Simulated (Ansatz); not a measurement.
C₂H₃F₃O₂Si (`CC(=O)O[Si](F)(F)F`) at its PBE0-D4/def2-TZVP geometry, where that method's forces vanish. Total charge 0; spin multiplicity 1.

| atom | x (Å) | y (Å) | z (Å) |
| --- | --- | --- | --- |
| C1 | 0.872 | 1.771 | 0.005 |
| C2 | -0.096 | 0.669 | 0.260 |
| O3 | -1.108 | 0.736 | 0.894 |
| O4 | 0.292 | -0.499 | -0.327 |
| Si5 | -0.632 | -1.843 | -0.172 |
| F6 | -0.765 | -2.305 | 1.316 |
| F7 | -2.049 | -1.665 | -0.809 |
| F8 | 0.127 | -2.959 | -0.968 |
| H9 | 1.857 | 1.486 | 0.381 |
| H10 | 0.531 | 2.681 | 0.491 |
| H11 | 0.971 | 1.928 | -1.071 |

Q: For each bond, give half the difference of the two atoms' forces along it (eV/Å; positive pushes the atoms apart) under PBE-D4, r2SCAN-D4, B3LYP-D4, ωB97M-V in def2-TZVPP. (Estimate.)

A: Ansatz gave: 
```csv
bond,length (Å),PBE-D4,r2SCAN-D4,B3LYP-D4,ωB97M-V
C1–C2,1.489,-0.30,-0.11,0.00,0.09
C1–H9,1.092,0.10,-0.02,-0.06,-0.09
C1–H10,1.087,0.10,-0.04,-0.07,-0.08
C1–H11,1.092,0.10,-0.02,-0.06,-0.09
C2–O3,1.196,0.97,0.35,0.19,0.06
C2–O4,1.364,0.22,0.24,0.18,0.11
O4–Si5,1.638,0.08,-0.03,-0.06,-0.05
Si5–F6,1.564,0.39,0.04,0.13,0.10
Si5–F7,1.564,0.39,0.04,0.14,0.10
Si5–F8,1.566,0.42,0.04,0.09,0.10
```

B3LYP here is the variant with VWN-RPA as its local correlation; programs differ in this.
